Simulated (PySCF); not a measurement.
Compound: C5H8N2O.
Z-matrix (Å and degrees, GFN2-xTB geometry), rows numbered from 1:
```
C 
C   1  1.5303
C   2  1.4811  1  110.69
N   3  1.2899  2  127.75  1  -103.85
N   4  1.3521  3  107.22  2   178.46
C   5  1.2900  4  107.22  3     0.01
C   6  1.4769  5  127.72  4   179.79
O   6  1.3559  5  111.50  4     0.03
H   1  1.0878  2  110.52  3   -60.67
H   1  1.0868  2  109.94  3   179.39
H   1  1.0872  2  110.20  3    59.55
H   2  1.0919  1  109.74  3   120.21
H   2  1.0894  1  110.33  3  -119.19
H   7  1.0882  6  110.09  5   127.00
H   7  1.0849  6  108.80  5     6.33
H   7  1.0890  6  110.02  5  -113.74
```

Computed at PBE0/pcSseg-1 (PySCF, non-relativistic), with Q(14N) = 0.02044 b, Q(17O) = −0.0256 b: N4, 14N (I = 1): χzz = -5.109 MHz, η = 0.247; N5, 14N (I = 1): χzz = -5.107 MHz, η = 0.245; O8, 17O (I = 5/2): χzz = -8.024 MHz, η = 0.072.

(1) Find the zero-field quadrupole resonance frequencies of 14N at N4.

(2) Where would the pure quadrupole (NQR) lines of 14N at N5 fall for the rigid, isolated species?

(3) Where would the pure quadrupole (NQR) lines of 17O at O8 fall for the rigid, isolated species?

## Answers

(1) From ν± = (3/4)|χ|(1 ± η/3) and ν0 = |χ|η/2: ν+ 4.147 MHz, ν− 3.516 MHz, ν0 0.631 MHz (pyridine-type nitrogen).

(2) From ν± = (3/4)|χ|(1 ± η/3) and ν0 = |χ|η/2: ν+ 4.143 MHz, ν− 3.518 MHz, ν0 0.625 MHz (pyridine-type nitrogen).

(3) From the eigenvalues of H = χ/[4I(2I − 1)] × [3Iz² − I(I + 1) + η(Ix² − Iy²)], steps between neighbouring levels, labelled as for η = 0: ±1/2↔±3/2 1.210 MHz, ±3/2↔±5/2 2.405 MHz (furan-type oxygen).

In a crystal, neighbours and librations shift these lines. GFN2-xTB bond lengths can be off by several hundredths of an ångström, more for odd bonds, and the gradients follow them. These gradients aren't converged with respect to the basis.

One conformer stands for the species.
